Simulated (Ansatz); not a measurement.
Correlation energies of AlH$_{4}$OSSi (`[SiH3][O][Al][SH]`) radical by basis set

```xyz
8

Si   -0.967    1.008    0.567
O    -0.275   -0.113   -0.388
Al    0.239   -1.237   -1.533
S     2.185   -2.214   -1.196
H     0.004    1.458    1.599
H    -1.389    2.184   -0.240
H    -2.160    0.436    1.245
H     2.364   -1.522   -0.055
```

Total charge 0; spin multiplicity 2. All single points use the PBE0-D4/def2-TZVP geometry. It is one conformer, not always the lowest. Frozen core, unrestricted reference, Ansatz 0.2.0. CBS rows extrapolate triple and quadruple zeta; past MP2 they add the triple-zeta difference.

```tsv
basis	HF (Eh)	MP2 corr.
def2-SVP	-1005.33851	-0.45275
def2-TZVPP	-1005.76855	-0.58827
def2-QZVPP	-1005.80037	-0.63734
```

Task: Estimate the CCSD correlation energy and the (T) correction in each basis where they were run (hartree).

Result: 
```tsv
basis	CCSD corr.	(T)
def2-SVP	-0.49695	-0.01211
def2-TZVPP	-0.63113	-0.02449
CBS(def2)	-0.71655	as TZ
```
